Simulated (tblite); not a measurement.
Compound: C₇H₁₃FSi.
Geometry (GFN2-xTB, Å), atoms numbered from 1 in this order:
```xyz
22
C7H13FSi angstrom
C     -3.1455    1.7233   -0.6240
C     -2.2748    0.9540   -0.0525
C     -1.3920    0.1738    0.4889
C     -0.4589   -0.7135   -0.2875
C      0.9933   -0.4996    0.1591
C      1.4817    0.9189   -0.1283
C      2.9395    1.1076    0.2721
Si    -0.9980   -2.5337   -0.0910
F      0.0495   -3.4369   -0.9232
H     -4.1426    1.3808   -0.8537
H     -2.9197    2.7455   -0.8850
H     -1.3035    0.1226    1.5671
H     -0.5343   -0.4387   -1.3462
H      1.0801   -0.6999    1.2303
H      1.6370   -1.2111   -0.3638
H      1.3689    1.1274   -1.1949
H      0.8567    1.6327    0.4135
H      3.5785    0.4194   -0.2773
H      3.0727    0.9209    1.3356
H      3.2657    2.1230    0.0595
H     -2.2928   -2.7906   -0.6996
H     -0.8720   -3.0064    1.2800
```

Computed with GFN2-xTB (tblite): harmonic, unscaled wavenumbers at the GFN2-xTB geometry, gas phase. Against measured fundamentals such values can be off by several per cent, at times by over 20. Modes of hydrogen on silicon can be 10 to 20 % off. One conformer, not necessarily the lowest.

Harmonic wavenumbers (cm⁻¹): 35.8, 42.6, 70.6, 78.8, 115.0, 138.7, 180.4, 227.0, 236.1, 301.7, 312.8, 319.4, 391.0, 500.8, 517.4, 563.8, 578.1, 719.4, 760.3, 781.6, 782.1, 819.6, 850.5, 862.4, 882.2, 935.9, 978.2, 991.2, 1073.2, 1093.9, 1101.9, 1124.3, 1163.6, 1191.6, 1222.2, 1263.6, 1291.5, 1309.3, 1339.0, 1367.2, 1416.1, 1447.7, 1490.2, 1499.2, 1504.7, 1507.4, 2092.7, 2323.1, 2349.7, 2919.0, 2954.5, 2968.5, 2973.2, 2982.5, 3025.1, 3029.4, 3032.4, 3038.6, 3065.9, 3070.6.

A = 1085, B = 1005, C = 556.6 MHz; mass 144.077 u (most abundant isotopes); point group C1, symmetry number 1.

Task: What is the zero-point energy?

Result: Half the sum of the wavenumbers: 38603 cm⁻¹ = 461.79 kJ/mol.

Task: Give the ideal-gas entropy at 200 K and 1 bar in the rigid-rotor, harmonic-oscillator model (classical rotation).

Result: Translation 162.54, rotation 123.26, vibration 117.20: S = 403.0 J/(mol K).

Task: And Cp and H(200 K) − H(0)?

Result: Cp = 143.67 J/(mol K), of which vibrations give 110.41 (their classical limit is 60 R = 498.9); H(200 K) − H(0) = 18.68 kJ/mol without the zero-point energy, 12.03 from vibrations.

Task: Which modes carry the vibrational entropy at 200 K?

Result: 35.8 cm⁻¹: 19.62; 42.6 cm⁻¹: 18.18; 70.6 cm⁻¹: 14.04; 78.8 cm⁻¹: 13.14; 115.0 cm⁻¹: 10.12; 138.7 cm⁻¹: 8.67 J/(mol K); the other 54 give 33.43 together.

Task: How do the functions run with temperature in this model?

Result: 
```tsv
T (K)	S (J/(mol K))	Cp (J/(mol K))	H − H(0) (kJ/mol)	G − H(0) (kJ/mol)	ln q(vib)
150	365.1	120.8	12.07	-42.70	5.01
250	437.6	167.4	26.45	-82.95	8.64
298.15	469.1	190.8	35.08	-104.78	10.30
400	531.9	237.9	56.95	-155.79	13.70
600	643.0	311.0	112.27	-273.53	20.06
900	783.8	382.5	217.16	-488.25	28.86
```

q(vib) and H(0) count from the zero-point level.

Hindered rotation and anharmonicity are outside this model. Other conformers, if any are populated, would add a mixing term that is left out. The structure is chiral; the term R ln 2 for an equal mix with its mirror image is left out.
